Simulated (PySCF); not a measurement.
ClF, charge +1, doublet, geometry from GFN2-xTB (a state made from the parent by changing its charge; the spin is typed, not shown lowest); CASCI(5,4)/6-31G* (PySCF).

Input for PySCF:
```python
from pyscf import gto, scf, mcscf
import numpy

mol = gto.Mole()
mol.atom = '''
    F    -0.000000   -0.000000   -1.046101
    Cl    0.000000    0.000000    0.553818
'''
mol.basis = '6-31g*'
mol.charge = 1
mol.spin = 1
mol.verbose = 4
mol.build()

mf = scf.ROHF(mol)
mf.kernel()
mc = mcscf.CASCI(mf, 4, 5)
mc.fix_spin_(ss=0.75)
mc.kernel()
occ = numpy.linalg.eigvalsh(mc.fcisolver.make_rdm1(mc.ci, mc.ncas, mc.nelecas))[::-1]
ss = mc.fcisolver.spin_square(mc.ci, mc.ncas, mc.nelecas)[0]
print('natural occupations', occ.round(4), ' <S^2>', round(ss, 4))
```

### Question
What does PySCF print? Leave out banner, timings and long lists.

### Answer

```
PySCF version 2.14.0

[INPUT] verbose = 4
[INPUT] num. atoms = 2
[INPUT] num. electrons = 25
[INPUT] charge = 1
[INPUT] spin (= nelec alpha-beta = 2S) = 1
[INPUT] symmetry False subgroup None
[INPUT] Mole.unit = angstrom
[INPUT] Symbol           X                Y                Z      unit          X                Y                Z       unit  Magmom
[INPUT]  1 F      0.000000000000   0.000000000000  -1.046101000000 AA    0.000000000000   0.000000000000  -1.976844388634 Bohr   0.0
[INPUT]  2 Cl     0.000000000000   0.000000000000   0.553818000000 AA    0.000000000000   0.000000000000   1.046564342854 Bohr   0.0

nuclear repulsion = 50.6051326790669
number of shells = 14
number of NR pGTOs = 78
number of NR cGTOs = 32
basis = 6-31g*
ecp = {}

******** <class 'pyscf.scf.rohf.ROHF'> ********
method = ROHF
initial guess = minao
damping factor = 0
level_shift factor = 0
DIIS = <class 'pyscf.scf.diis.CDIIS'>
diis_start_cycle = 1
diis_space = 8
diis_damp = 0
SCF conv_tol = 1e-09
SCF conv_tol_grad = None
SCF max_cycles = 50
direct_scf = True
direct_scf_tol = 1e-13
num. doubly occ = 12  num. singly occ = 1
Set gradient conv threshold to 3.16228e-05
init E= -558.880203027093
  HOMO = -0.391591554929402  LUMO = -0.124632428642764  gap/eV = 7.26433
cycle= 1 E= -558.284422118262  delta_E= 0.596  |g|= 0.521  |ddm|= 1.26
  HOMO = -0.763831877051732  LUMO = -0.350921774658014  gap/eV = 11.23586
cycle= 2 E= -558.353630135221  delta_E= -0.0692  |g|= 0.216  |ddm|= 0.597
  HOMO = -0.67358713989648  LUMO = -0.282700765975946  gap/eV = 10.63656
cycle= 3 E= -558.365757353294  delta_E= -0.0121  |g|= 0.141  |ddm|= 0.202
  HOMO = -0.666885181526292  LUMO = -0.265653166609111  gap/eV = 10.91808
cycle= 4 E= -558.369617742242  delta_E= -0.00386  |g|= 0.038  |ddm|= 0.0508
  HOMO = -0.666049197624214  LUMO = -0.261270418563787  gap/eV = 11.01459
cycle= 5 E= -558.371121674012  delta_E= -0.0015  |g|= 0.0187  |ddm|= 0.0594
  HOMO = -0.668897179054905  LUMO = -0.259162803400586  gap/eV = 11.14944
cycle= 6 E= -558.371552946005  delta_E= -0.000431  |g|= 0.00565  |ddm|= 0.0459
  HOMO = -0.667683640343164  LUMO = -0.258779494236862  gap/eV = 11.12685
cycle= 7 E= -558.371565084387  delta_E= -1.21e-05  |g|= 0.000849  |ddm|= 0.00567
  HOMO = -0.667832474863613  LUMO = -0.258806206328574  gap/eV = 11.13017
cycle= 8 E= -558.371565407049  delta_E= -3.23e-07  |g|= 0.000365  |ddm|= 0.00123
  HOMO = -0.667795981980045  LUMO = -0.258812431271543  gap/eV = 11.12901
cycle= 9 E= -558.371565448263  delta_E= -4.12e-08  |g|= 5.27e-05  |ddm|= 0.000301
  HOMO = -0.667785521351367  LUMO = -0.258815608259069  gap/eV = 11.12864
cycle= 10 E= -558.37156544925  delta_E= -9.87e-10  |g|= 5.61e-06  |ddm|= 6.7e-05
  HOMO = -0.667785272679131  LUMO = -0.258814812477157  gap/eV = 11.12865
Extra cycle  E= -558.371565449276  delta_E= -2.63e-11  |g|= 2.36e-06  |ddm|= 7.1e-06
converged SCF energy = -558.371565449276

******** <class 'pyscf.mcscf.casci.CASCI'> ********
CAS (3e+2e, 4o), ncore = 10, nvir = 18
natorb = False
canonicalization = True
sorting_mo_energy = False
******** <class 'pyscf.fci.addons.SpinPenaltyFCISolver'> ********
max. cycles = 200
conv_tol = 1e-08
davidson only = True
linear dependence = 1e-12
level shift = 0.001
max iter space = 12
nroots = 1
pspace_size = 400
spin = None
Density matrix diagonal elements [1.96051354 1.9961016  1.         0.04338486]
CASCI converged
CASCI E = -558.391809142169  E(CI) = -9.28400804971727  S^2 = 0.7500000
natural occupations [1.9961 1.9609 1.     0.043 ]  <S^2> 0.75
```
